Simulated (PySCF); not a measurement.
## MLi cations for M along the second period

MP2 with double-zeta basis sets in PySCF, for the lowest determinant that a PBE0 search found; no spin–orbit coupling. De refers to high-spin ground-configuration atoms (the charge goes to the atom of lower measured ionisation energy or higher electron affinity, which is not always the lowest computed limit).

```tsv
M	basis	reference, frozen orbitals	charged atom	state (unpaired electrons)	Re (Å)	ωe (cm⁻¹)	De (eV)
Li	aug-cc-pVDZ	UHF, 0	Li+	doublet (σ ↑)	3.148	260	1.27
Be	aug-cc-pVDZ	RHF, 0	Li+	singlet (closed shell)	2.602	308	0.63
B	cc-pVDZ	UHF, 1	Li+	doublet (σ ↑)	2.511	326	0.80
C	def2-SVPD	UHF, 1	Li+	triplet (σ ↑, π ↑)	2.340	311	0.46
N	def2-SVP	UHF, 1	Li+	quartet (σ ↑, π ↑↑)	2.283	244	0.21
O	x2c-SVPall	UHF, 1	Li+	triplet (π ↑↑)	2.120	343	0.54
F	cc-pVDZ	UHF, 1	Li+	doublet (π ↑)	2.116	282	0.41
```

The shortest bond is that of LiF⁺ (2.116 Å), the longest that of Li₂⁺ (3.148 Å). Li₂⁺ is bound most strongly (1.27 eV) and LiN⁺ least (0.21 eV).

The rows differ in basis set, which adds steps of its own.

The state changes along the series, so neighbouring rows are not always alike in their bonding.

Correlated steps freeze the inner cores (0 to 1 orbitals); shallow outer-core shells are correlated. Weak bonds: LiC⁺, LiF⁺, LiN⁺. Basis-set superposition, not corrected here, can be much of De in a small basis, most of all at correlated wavefunction levels. For an ion De counts to the pair picked by the measured ionisation energies or electron affinities, which need not be the lowest pair at this level. States were picked by a PBE0 search and need not be the measured ground states.
